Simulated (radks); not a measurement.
Results of a calculation; reference values are marked as such.
All-electron atom: As II in [Ar] 3d10 4s1 4p(1/2: 2, 3/2: 1) (not the ground configuration).

Code: a radial shooting solver on a logarithmic mesh with Libxc functionals. Model: Dirac Kohn-Sham, relativistic LDA (MacDonald-Vosko exchange, VWN5 correlation), spin-unpolarised, spherical densities, finite nucleus; Fermi nuclear charge, rms radius 4.0968 fm.

Energy parts (hartree):
| part | energy |
|---|---|
| total | -2255.01092 |
| kinetic | 2300.77506 |
| electron-nucleus | -5431.94565 |
| Hartree | 954.20782 |
| exchange-correlation | -78.04815 |

Orbitals (lengths in bohr, moments of r in powers of bohr; r(90%) holds 90 % of the orbital's charge):
| orbital | occ. | eigenvalue (hartree) | <1/r> | r(90%) | <r> |
|---|---|---|---|---|---|
| 1s1/2 | 2 | -428.7966 | 33.36 | 0.0816 | 0.04565 |
| 2s1/2 | 2 | -54.80984 | 7.394 | 0.315 | 0.2031 |
| 2p1/2 | 2 | -49.10920 | 7.367 | 0.286 | 0.1750 |
| 2p3/2 | 4 | -47.77499 | 7.154 | 0.292 | 0.1787 |
| 3s1/2 | 2 | -7.36184 | 2.390 | 0.897 | 0.6000 |
| 3p1/2 | 2 | -5.43699 | 2.270 | 0.938 | 0.6110 |
| 3p3/2 | 4 | -5.25271 | 2.218 | 0.955 | 0.6217 |
| 3d3/2 | 4 | -1.93517 | 1.920 | 1.13 | 0.6736 |
| 3d5/2 | 6 | -1.90828 | 1.906 | 1.14 | 0.6783 |
| 4s1/2 | 1 | -0.89655 | 0.7134 | 2.76 | 1.854 |
| 4p1/2 | 2 | -0.53023 | 0.5828 | 3.41 | 2.243 |
| 4p3/2 | 1 | -0.51702 | 0.5720 | 3.46 | 2.280 |

The highest occupied level is 4p3/2 at -14.069 eV. The density falls to 0.001 e/bohr^3 at r = 4.03 bohr. The electron density at the nucleus is 3.519e+04 e/bohr^3. Summed over all electrons, <r^2> = 31.24 bohr^2, which gives a Langevin (diamagnetic) susceptibility term of -24.7 x 10^-6 cm^3/mol.
